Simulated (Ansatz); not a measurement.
Consider the formal exchange of groups at the Al–C bond: `C[CH2][Al]([CH3])[F]` + `CSC(O)S` → `C[S][Al]([CH3])[F]` + `CCC(O)S`.

Program: Ansatz. Geometries: PBE0-D4/def2-TZVP. ΔE: electronic, gas phase. CBS: MP2 limit from def2 TZ/QZ plus the TZ coupled-cluster correction, frozen cores. One conformer a species, not always the lowest.

`C[CH2][Al]([CH3])[F]`:

Cartesian coordinates in Å:
```
C -0.197 -1.439 1.054
C 1.043 -0.684 0.574
Al 0.697 0.852 -0.580
C -1.057 1.458 -1.157
F 2.021 1.705 -1.102
H 0.060 -2.288 1.695
H -0.781 -1.833 0.218
H -0.867 -0.794 1.629
H 1.634 -0.335 1.431
H 1.719 -1.362 0.038
H -0.999 2.309 -1.838
H -1.670 1.755 -0.299
H -1.605 0.655 -1.662
```

`CSC(O)S`:

Z-matrix (Å, degrees):
```
C
S 1 1.795
H 1 1.089 2 110.8
H 1 1.090 2 106.4 3 -118.9
H 1 1.091 2 110.3 3 122.6
C 2 1.790 1 100.6 3 -64.7
S 6 1.841 2 115.3 1 -60.5
O 6 1.395 2 110.1 1 61.0
H 6 1.095 2 104.3 1 -178.2
H 7 1.342 6 96.0 2 -71.4
H 8 0.964 6 108.2 2 179.4
```

`C[S][Al]([CH3])[F]`:

```xyz
11

C     1.328    1.379    0.498
S     1.958   -0.328    0.362
Al    0.154   -1.396   -0.183
C    -1.588   -0.579   -0.429
F     0.343   -3.022   -0.394
H     1.468    1.724    1.521
H     0.272    1.451    0.241
H     1.900    2.014   -0.177
H    -1.575    0.167   -1.229
H    -1.930   -0.073    0.479
H    -2.329   -1.338   -0.690
```

`CCC(O)S`:

Z-matrix (Å, degrees):
```
C
C 1 1.519
H 1 1.090 2 111.0
H 1 1.092 2 110.6 3 -120.3
H 1 1.094 2 111.1 3 120.1
C 2 1.516 1 112.4 3 -59.9
H 2 1.095 1 110.2 3 60.8
H 2 1.092 1 110.6 3 179.2
S 6 1.831 2 108.7 1 -179.2
O 6 1.402 2 108.0 1 57.9
H 6 1.097 2 109.9 1 -63.2
H 9 1.342 6 96.6 2 153.4
H 10 0.960 6 108.8 2 169.2
```

| species | CCSD/def2-TZVPP energy (Eh) |
| --- | --- |
| `C[CH2][Al]([CH3])[F]` | -460.71504 |
| `CSC(O)S` | -950.21641 |
| `C[S][Al]([CH3])[F]` | -819.24801 |
| `CCC(O)S` | -591.73661 |

Question: Work out ΔE.

Answer: ΔE = (-819.24801) + (-591.73661) − (-460.71504) − (-950.21641) = -0.05317 Eh = -33.4 kcal/mol. CCSD(T)/CBS gives -32.6 kcal/mol.

Largest T1 diagnostic among the species: 0.011.

In def2-TZVPP, CCSD(T) changes the Hartree–Fock value by +2.8 kcal/mol (the triples alone add +0.5 kcal/mol) and MP2 by +2.9 kcal/mol. From PBE to PBE0 (25 % exact exchange), in def2-TZVPP and without D4, ΔE moves by −1.7 kcal/mol.
